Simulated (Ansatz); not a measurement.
Several settings on one geometry of ScBr₃ (that of the charge 0 singlet, PBE0-D4/def2-SVP). Ansatz on 4 threads of AMD EPYC 7R43 on a shared host; times are rough.

```xyz
4

Sc   -0.0002   -0.0001    0.0015
Br    2.4131   -0.0252    0.0116
Br   -1.1843    2.1028   -0.0164
Br   -1.2286   -2.0775    0.0033
```

Totals from different functionals, basis sets or treatments of relativity can't be compared as stabilities.

DK, ANO-RCC and x2c sets are all-electron and run with scalar relativity unless a key says otherwise.

The spins typed aren't always the lowest for that charge.

Problem. Give the basis size and estimate the energy, ⟨S²⟩ and time of these runs.

```csv
run,method,charge,state,further keys
1,RKS LDA (SPW92)/def2-mTZVP,0,singlet,scf: {lower_state_search: off}
2,RKS PBE0-D3(BJ)-ATM/cc-pVTZ-DK,0,singlet,scf: {omitted_lower_state_checks: [starts]}
3,ROKS revPBE/def2-SVP,1,doublet,accuracy: high; scf: {lower_state_search: off}; forces asked
```

Solution. 
```tsv
run	functions	energy (Eh)	⟨S²⟩	wall time
1	141	-8470.8090	–	1.2 s
2	197	-8582.3190	–	7.5 s
3	127	-8481.2632	–	13 s
```
